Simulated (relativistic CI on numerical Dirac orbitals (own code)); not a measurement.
# One change at a time: Ba IV

Base calculation: Dirac-Coulomb-Breit CI, orbitals from a KLI potential per configuration, model QED, valence Slater integrals scaled by 0.85, P86 correlation energy added to each configuration.

Configuration list (outside the closed core [Kr] 4d10): 5s2 5p5, 5s 5p6, 5s2 5p4 5d, 5s2 5p4 5f, 5s2 5p4 4f, 5s 5p5 5d, 5s2 5p4 6s, 5s2 5p4 6p, 5s2 5p3 4f 5d, 5s 5p5 5f, 5s2 5p4 6d, 5s2 5p4 7s, 5s2 5p4 7p. Double excitations out of closed p, d and f shells are left out; levels of such configurations are missing from the list, as are those of other unlisted configurations, and high levels can miss mixing partners.

The lowest level and the first level of each name with at least 55 % of one term (blank where a level has no safe partner in the second run):

| Level | Base (cm⁻¹) | Shift (cm⁻¹) |
| --- | --- | --- |
| 5s2 5p5 2P°_3/2 | 0.0 | 0.0 |
| 5s2 5p5 2P°_1/2 | 17450.3 | -17450.3 |
| 5s 5p6 2S_1/2 | 129500.2 | -21412.3 |
| 5s2 5p4 5d 4D_5/2 | 145776.8 | -6767.6 |
| 5s2 5p4 5d 4D_7/2 | 146388.9 | -7379.7 |
| 5s2 5p4 5d 4D_3/2 | 146432.8 | -7423.7 |
| 5s2 5p4 5d 4F_9/2 | 152319.2 | -3867.0 |
| 5s2 5p4 5d 4P_1/2 | 161449.9 | -8267.1 |
| 5s2 5p4 5d 4F_5/2 | 163907.0 | -15454.8 |
| 5s2 5p4 4f 4F°_7/2 | 164397.2 | -21242.7 |
| 5s2 5p4 5d 4F_3/2 | 164695.8 |  |
| 5s2 5p4 4f 4F°_5/2 | 164795.0 | -21640.5 |
| 5s2 5p4 4f 4F°_9/2 | 165172.7 | -22018.2 |
| 5s2 5p4 5d 4P_5/2 | 165430.6 | -12247.8 |

For a near-neutral ion this model can misplace configurations by up to about 10,000 cm⁻¹ (more where the count of f electrons changes) and terms by 10 to 25 % of their spread. Rates follow the energies as ν³ (E1, M1) or ν⁵ (E2), so they and the lifetimes can be off by large factors. The fine structure of a lone outer electron comes out too small, for d and f at times inverted, and misplaced configurations move strength between like terms. 10 of the 25 excited levels that our extract of the measured tables holds in this range could be paired (the sources list more); they are missed by 2008 cm⁻¹ on average and 3695 at most, and levels without a partner can miss by more.

(1) One thing was changed in a second run, which moved the levels as shown. Which?
A. configuration mixing switched off
B. valence Slater integrals scaled by 0.75
C. QED terms removed
D. non-relativistic limit
E. no correlation estimate
F. Breit term removed

## Answers

(1) D. Non-relativistic limit. Without relativity the fine structure collapses and s electrons lose their extra binding.

LS names give the leading component of a level, which can be under half, so a name can repeat, a term be missing and a line seem to break the LS rules.
